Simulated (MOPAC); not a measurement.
MOPAC input (PM3):

```
PM3 PRECISE GNORM=0.05 LET XYZ CHARGE=-1 GEO-OK AUX(PRECISION=9) THREADS=1
H3Sn

Sn   -0.03671029 1    0.03918510 1   -0.01708420 1
H     0.48868748 1   -1.34950674 1   -1.04798386 1
H    -0.31208782 1   -1.02448347 1    1.41819917 1
H     1.65891466 1    0.41473540 1    0.48399458 1
```

### Question
What heat of formation does the run end on?

### Answer
-30.88 kcal/mol.
